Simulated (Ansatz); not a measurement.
```xyz
11

C    -0.953    2.194   -0.269
O    -0.364    0.943   -0.389
Sc    0.434   -0.682   -0.785
C     0.786   -2.029    0.910
F     0.928   -1.238   -2.485
H    -1.052    2.684   -1.245
H    -1.953    2.110    0.174
H    -0.354    2.843    0.379
H     1.362   -1.541    1.707
H     1.325   -2.941    0.630
H    -0.159   -2.344    1.374
```

Total charge 0; spin multiplicity 1.

Question: List the PBE/def2-TZVPP orbital energies in eV (Ansatz 0.2.0). (Best estimate.)

Answer: Computed: Occupied: -4369.93, -658.50, -510.07, -468.55, -386.82, -386.70, -386.68, -270.12, -267.51, -53.32, -32.96, -32.82, -32.48, -26.88, -24.39, -16.35, -15.82, -11.09, -10.90, -10.87, -9.24, -8.96, -8.91, -8.88, -8.73, -6.87, -6.73, -5.58. Lowest empty: -2.77, -2.01, -1.43, -0.61, -0.21, -0.02, 0.09, 0.82.
